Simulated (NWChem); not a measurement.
System: trichlorofluoromethane (CCl3F); SMILES FC(Cl)(Cl)Cl

Here is an NWChem input.

```
start job
memory heap 200 mb stack 700 mb global 900 mb
geometry units angstroms noautosym nocenter noautoz
  F      0.000000     0.000000     1.581906
  C      0.000000     0.000000     0.255588
  Cl     0.820387    -1.459825    -0.308384
  Cl     0.854052     1.440388    -0.308384
  Cl    -1.674439     0.019437    -0.308384
end
basis spherical
  * library pcsseg-2
end
dft
  xc pbe0
  iterations 150
  semidirect filesize 400000000
end
property
  shielding 3 1 2 3
end
task dft property
```

Structure relaxed at the PBE0/def2-SVP level. No frequency run checked for a minimum.

GIAO values for the isolated, static molecule; σ is the absolute isotropic shielding.

Atoms are numbered as in the input.

Give the results of this calculation. (PBE0/pcSseg-2, GIAO.) Quantities: σ F1 (ppm); σ C2 (ppm); σ Cl3 (ppm).


* **σ F1 (ppm)**: 175.6
* **σ C2 (ppm)**: 36.0
* **σ Cl3 (ppm)**: 401.6
